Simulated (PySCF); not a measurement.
## First hyperpolarisability: `[C-]#[N+]c1ccc(Br)n1C`, C6H5BrN2

Geometry:
| atom | x (Å) | y (Å) | z (Å) |
| --- | --- | --- | --- |
| C1 | -1.441 | -4.056 | -0.009 |
| N2 | -0.601 | -3.230 | -0.058 |
| C3 | 0.373 | -2.287 | -0.114 |
| C4 | 1.745 | -2.433 | -0.214 |
| C5 | 2.296 | -1.132 | -0.234 |
| C6 | 1.236 | -0.251 | -0.146 |
| Br7 | 1.257 | 1.606 | -0.120 |
| N8 | 0.060 | -0.945 | -0.072 |
| C9 | -1.264 | -0.383 | 0.032 |
| H10 | 2.274 | -3.381 | -0.266 |
| H11 | 3.345 | -0.857 | -0.306 |
| H12 | -1.991 | -1.202 | 0.072 |
| H13 | -1.485 | 0.251 | -0.839 |
| H14 | -1.357 | 0.224 | 0.944 |

The calculation used quadratic response CAM-B3LYP/aug-cc-pVDZ first hyperpolarisability, Taylor convention, gas phase in PySCF. Geometry: PBE0-D3(BJ)/def2-SVP.

The calculation is non-relativistic, which matters for the atoms heavier than Zn.

Q: Give β for the processes computed.

A: In au, Taylor convention; the vector part is βᵢ = ⅓ Σⱼ (βᵢⱼⱼ + βⱼᵢⱼ + βⱼⱼᵢ); β∥ is 3/5 of the vector part along the dipole, the dipole points from − to +:
```csv
process,λ (nm),β vector norm,β∥,β HRS,depolarisation ratio
"static β(0;0,0)",∞,601.7,336.2,265.5,4.14
"second harmonic β(−2ω;ω,ω)",1907,656.5,366.9,289.0,4.17
"Pockels β(−ω;ω,0)",1907,619.1,346.0,–,–
"second harmonic β(−2ω;ω,ω)",1064,810.6,453.3,355.1,4.26
"Pockels β(−ω;ω,0)",1064,660.7,369.2,–,–
```

Q: Which lowest excitations, dipole and polarisabilities go with it?

A: S1 5.13 eV (f = 0.001); S2 5.22 eV (f = 0.414); S3 5.55 eV (f = 0.002); dipole 2.49 D; isotropic α 107.9 au static, 108.3 au at 1907 nm, 109.4 au at 1064 nm, 109.8 au at 953.5 nm, 114.6 au at 532 nm.
